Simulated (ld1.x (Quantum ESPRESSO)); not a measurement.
**Pb: excitation energies, all-electron against TM**

ld1.x (Quantum ESPRESSO) 7.5 input, shortened:

```
&input
   title='Pb', zed=82., rel=1, dft='PBESOL', iswitch=3,
   config='[Xe] 4f14 5d10 6s1.75 6p2.25 6d-2'
 /
 &inputp
   pseudotype=2, tm=.true., lloc=1,
   nlcc=.true.
 /
3
6S  1  0   1.75   0.00  1.95  1.95  0.0
6D  3  2  -2.00   0.15  2.10  2.10  0.0
6P  2  1   2.25   0.00  2.20  2.20  0.0
 &test
   configts(1)='6s1.75 6p2.25'
 /
```

Energies are relative to the spin-unpolarised reference configuration 6s1.75 6p2.25; without spin polarisation the order of configurations can differ from experiment. The frozen-core shift is the all-electron ΔE with the core orbitals held at their reference shape minus the fully relaxed ΔE.

```json
{"valence configuration": "6s2 6p2", "charge": "0", "ΔE all-electron (eV)": "-2.157", "error AE − PS (meV)": "-1.7", "frozen-core shift (meV)": "+1.9"}
{"valence configuration": "6s2 6p1", "charge": "+1", "ΔE all-electron (eV)": "4.441", "error AE − PS (meV)": "-11", "frozen-core shift (meV)": "+11"}
{"valence configuration": "6s2 6p0", "charge": "+2", "ΔE all-electron (eV)": "17.888", "error AE − PS (meV)": "-101", "frozen-core shift (meV)": "+109"}
{"valence configuration": "6s1 6p0", "charge": "+3", "ΔE all-electron (eV)": "50.367", "error AE − PS (meV)": "-568", "frozen-core shift (meV)": "+643"}
{"valence configuration": "6s1 6p3", "charge": "0", "ΔE all-electron (eV)": "6.614", "error AE − PS (meV)": "-21", "frozen-core shift (meV)": "+21"}
```

Q: What are ΔE and the potential's error for 6s1 6p2?

A: ΔE = 14.019 eV all-electron; the error (AE − PS) is -61 meV.

Q: What are ΔE and the potential's error for 6s0 6p4?

A: ΔE = 15.749 eV all-electron; the error (AE − PS) is -107 meV.

Levels in the configuration 6s0 6p4:

```tsv
level	all-electron (eV)	pseudo (eV)
6p	-4.900	-4.934
```

Note: ghost state, extra bound levels that the all-electron valence spectrum of the same l lacks: d at -23.0 eV. A true bound ghost makes a file unfit for plane-wave use.
